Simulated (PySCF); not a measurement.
**Frontier orbitals and the lowest excitations**

Compound: C₃H₅F₃O.
SMILES with atom numbers: `[CH3:1][CH2:2][O:3][C:4]([F:5])([F:6])[F:7]` (hydrogens: H8, H9, H10 on C1; H11, H12 on C2)

Geometry (PBE0-D3(BJ)/def2-SVP, Å), atoms numbered from 1 in this order:
```xyz
12
C3H5F3O angstrom
C      1.7883    0.1384   -0.1853
C      0.3125    0.0662   -0.4727
O     -0.3725   -0.0475    0.7758
C     -1.6986   -0.1643    0.7242
F     -2.2809    0.8755    0.1138
F     -2.0915   -1.2610    0.0619
F     -2.1627   -0.2337    1.9574
H      2.1288   -0.7687    0.3344
H      2.3495    0.2322   -1.1261
H      2.0203    1.0075    0.4470
H     -0.0413    0.9710   -0.9939
H      0.0671   -0.8078   -1.0980
```

Computed, not measured: TDDFT CAM-B3LYP/def2-SVPD, vertical, gas phase, core orbitals frozen in the response (PySCF 2.14.0, density-fitted response routines).

Frontier orbitals with the atoms that hold most of them (Löwdin shares over 4%, at most four atoms; ? is withheld):

| orbital | ε (eV) | atoms |
| --- | --- | --- |
| LUMO+2 | 2.17 | O3 19%, H11 12%, H12 12%, F7 10% |
| LUMO+1 | 1.83 | C4 17%, C1 13%, F5 11%, F6 10% |
| LUMO | 1.20 | C1 23%, C2 19%, H9 10%, H11 8% |
| HOMO | -10.81 | ? |
| HOMO-1 | -12.06 | ? |
| HOMO-2 | -12.47 | C1 31%, O3 19%, H8 14%, H10 12% |
| HOMO-3 | -12.87 | C1 42%, H9 24%, O3 8%, H10 7% |

**Question.** Which atoms hold the HOMO-1, and with what shares?

**Answer.** O3 (bonded to 2 C) 34%; C2 (bonded to C, O and 2 H) 23%; C1 (bonded to C and 3 H) 18%; H12 (bonded to C) 5%. By element: carbon 41% or more, oxygen 34%, hydrogen 5% or more.

**Question.** Give the leading atoms of the HOMO.

**Answer.** O3 (bonded to 2 C) 46%; C2 (bonded to C, O and 2 H) 19%; H11 (bonded to C) 9%; H12 (bonded to C) 8%. By element: oxygen 46%, carbon 19% or more, hydrogen 18% or more.

**Question.** The HOMO–LUMO gap is 12.01 eV. Where does the response calculation put the lowest singlet, and from which orbitals?

**Answer.** S1 is at 8.88 eV (f = 0.0017), 3.12 eV below the gap, made of HOMO→LUMO (93%). 

**Question.** One configuration dominates each of S1 and S5. Which, and how do the shares of the two leading atoms of either orbital change from the occupied to the empty one?

**Answer.** 
- S1 (8.88 eV, f 0.0017), HOMO→LUMO (93%): O3 46% → at most 8%, C2 19% → 19%, C1 at most 9% → 23%
- S5 (10.19 eV, f 0.0087), HOMO-1→LUMO (89%): O3 34% → at most 8%, C2 23% → 19%, C1 18% → 23%

One conformer stands for the species.
